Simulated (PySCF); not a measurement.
## Pm²⁷⁺: ionisation energy

Pm²⁷⁺ [Ar] 3d10 4s2 4p4 (3P) → Pm²⁸⁺ [Ar] 3d10 4s2 4p3 (4S), as a difference of total energies. Computed with PySCF 2.14 in an uncontracted even-tempered set (19 s from 1.8 bohr⁻², ratio 2.5; 14 p from 2.3 bohr⁻², ratio 2.5; 8 d from 4.1 bohr⁻², ratio 2.5; 5 f from 15 bohr⁻², ratio 2.7; 4 g from 22 bohr⁻², ratio 2.7), with the spin-free X2C one-electron Hamiltonian (Gaussian nucleus). Correlated levels: outer shells: [Ne] frozen; virtual orbitals above 40 to 60 times the deepest correlated orbital energy dropped. The calculations carry no spin-orbit coupling.

```
            method  ionisation energy (eV)
               UHF                  1002.9
               LDA                  1006.0
               PBE                  1005.4
              PBE0                  1005.3
            r2SCAN                  1005.1
           r2SCAN0                  1005.0
MP2 (outer shells)                  1004.2
```

Estimate what SCS-MP2 (outer shells) gives.

1004.2 eV, closest to MP2 (outer shells) among the rows shown.

Estimate what B2PLYP gives.

1004.9 eV, closest to r2SCAN0 among the rows shown.

Spin-orbit coupling is strong in these open shells (close to jj coupling). The scalar numbers leave it out and a first-order estimate fails, so it can dominate the gap to the real levels.

Breit and QED terms and the two-electron picture change are absent.

For comparison: 998 ± 4 eV (theoretical estimate listed by NIST; NIST Atomic Spectra Database, ionization energies).
